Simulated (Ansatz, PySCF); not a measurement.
This triplet is an excited state, 2.00 eV above the relaxed singlet at the level frozen-core CCSD(T)/cc-pVTZ // PBE0-D3(BJ)/def2-TZVP (Ansatz, an electronic-structure program).

Z-matrix (Å, degrees):
```
Si
Cl 1 2.0583
S 1 2.1075 2 121.13
H 3 1.3498 1 98.68 2 -89.77
```
Charge 0, spin multiplicity 3.

What is the computed highest occupied spin orbital, dipole moment and total energy (PySCF 2.14.0 with PBE0-D3(BJ)/def2-TZVP)?


```yaml
highest_occupied_spin_orbital: -5.47 eV
dipole_moment: 1.26 D
total_energy: -1148.0963 Ha
```
